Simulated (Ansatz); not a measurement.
Cost and result for the atomization energy of C2H5BOSe (`CB(O)C=[Se]`) (10 atoms, 9 bonds).

```xyz
10

C     1.0634   -0.9765   -0.1668
B    -0.0448    0.0045    0.3300
O    -0.3209    0.1280    1.6428
C    -0.8778    0.8899   -0.6968
Se   -2.1307    2.0020   -0.1675
H     1.5334   -1.5350    0.6434
H     1.8426   -0.4268   -0.7076
H     0.6522   -1.6887   -0.8910
H    -1.0307    0.7786    1.7812
H    -0.6866    0.8240   -1.7677
```

The species carries charge 0 and has multiplicity 1. Correlated methods include outer-core shells of Se, which these sets cover unevenly. Scalar relativity is left out up to krypton. The geometry is a stationary point of PBE0-D4/def2-TZVP. It is one conformer, not always the lowest. Program: Ansatz. All runs use 4 threads of an Arm Neoverse V2 on a shared host. Times are those of one run each, without the atoms' runs, and a repeat can differ threefold. Electronic energies, without spin–orbit coupling; frozen cores. CCSD(T)/CBS adds CCSD(T) − MP2 in def2-TZVPP to the MP2 limit, and its time is that of the two runs behind it. T1 = 0.014; the RHF reference is unstable towards UHF. With those shells the extrapolation isn't a true limit. B3LYP takes the VWN-RPA correlation (the form of Gaussian; ORCA's B3LYP/G).

CCSD(T)/CBS is a level of theory with its own doubt, some kJ/mol a heavy atom from the limit and from the frozen cores, so smaller differences don't rank the functionals.

| level | functions | wall time |
| --- | --- | --- |
| PBE-D4/def2-TZVPP (with forces) | 242 | 2.5 s |
| PBE0-D4/def2-TZVPP | 242 | 2.5 s |
| B3LYP-D4/def2-TZVPP (with forces) | 242 | 3.9 s |
| r2SCAN-D4/def2-TZVPP (with forces) | 242 | 4.2 s |
| B2PLYP/def2-TZVPP | 242 | 6.5 s |
| ωB97X-V/def2-TZVPP | 242 | 7 s |
| ωB97M-V/def2-TZVPP (with forces) | 242 | 10 s |
| MP2/def2-QZVPP | 467 | 25 s |
| CCSD(T)/def2-TZVPP | 242 | 2.9 min |
| CCSD(T)/CBS(def2) | – | 3.3 min |

(1) What atomization energy does each give, and how far from CCSD(T)/CBS? (An estimate is asked.)

## Answers

(1) Ansatz gave: 
| level | atomization (kcal/mol) | difference from CCSD(T)/CBS | per bond |
| --- | --- | --- | --- |
| PBE-D4/def2-TZVPP (with forces) | 968.7 | 25.8 | 2.9 |
| PBE0-D4/def2-TZVPP | 947.2 | 4.3 | 0.5 |
| B3LYP-D4/def2-TZVPP (with forces) | 942.5 | -0.4 | 0.0 |
| r2SCAN-D4/def2-TZVPP (with forces) | 948.4 | 5.5 | 0.6 |
| B2PLYP/def2-TZVPP | 934.5 | -8.4 | -0.9 |
| ωB97X-V/def2-TZVPP | 940.3 | -2.6 | -0.3 |
| ωB97M-V/def2-TZVPP (with forces) | 942.7 | -0.2 | 0.0 |
| MP2/def2-QZVPP | 954.1 | 11.2 | 1.2 |
| CCSD(T)/def2-TZVPP | 919.1 | -23.8 | -2.7 |
| CCSD(T)/CBS(def2) | 942.9 | 0.0 | 0.0 |

The D4 term adds +7.9 kcal/mol with B3LYP and +4.1 kcal/mol with PBE0; it sums over pairs of atoms, weighted by their polarisabilities, and B3LYP, whose exchange is more repulsive, gets the larger term. In def2-TZVPP, CCSD(T) changes the Hartree–Fock value by +236.6 kcal/mol (the triples alone add +17.4 kcal/mol) and MP2 by +257.7 kcal/mol; breaking electron pairs costs correlation energy, which Hartree–Fock lacks. From PBE to PBE0 (25 % exact exchange), in def2-TZVPP and without D4, the atomization energy moves by −20.7 kcal/mol: exact exchange takes away binding that semilocal exchange gives to molecules.
